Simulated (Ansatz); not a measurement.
H3OSb (SMILES [OH][SbH2]) moved off its minimum; all values from Ansatz (a first-principles code), cores frozen in correlated methods. Elements past Kr take the def2 small-core potentials, without spin–orbit coupling.
(charge 0, multiplicity 1)
```xyz
5

Sb    -0.16983    -0.17104     0.03225
H     -1.70045     0.08897    -0.82444
H      0.30975    -1.41857    -0.94814
O      0.92171     1.36152    -0.76201
H      1.33257     1.57361    -0.39565
```

Forces at r2SCAN/def2-TZVPP (eV/Å):

| atom | Fx | Fy | Fz |
|---|---|---|---|
| Sb1 | -0.168 | 1.653 | 0.604 |
| H2 | 0.866 | 0.005 | 0.094 |
| H3 | 0.260 | -0.444 | -0.842 |
| O4 | -60.718 | -32.010 | -53.517 |
| H5 | 59.760 | 30.796 | 53.661 |

### Question
Give the forces (eV/Å), the total energy and the dipole at CCSD(T)/def2-TZVPPD.

### Answer

```
atom       Fx       Fy       Fz
----  -------  -------  -------
Sb1    -0.202    1.679    0.508
H2      0.841    0.024    0.130
H3      0.300   -0.491   -0.829
O4    -60.980  -32.204  -53.632
H5     60.041   30.992   53.824
```
Energy -315.9402 hartree, dipole 1.92 D.
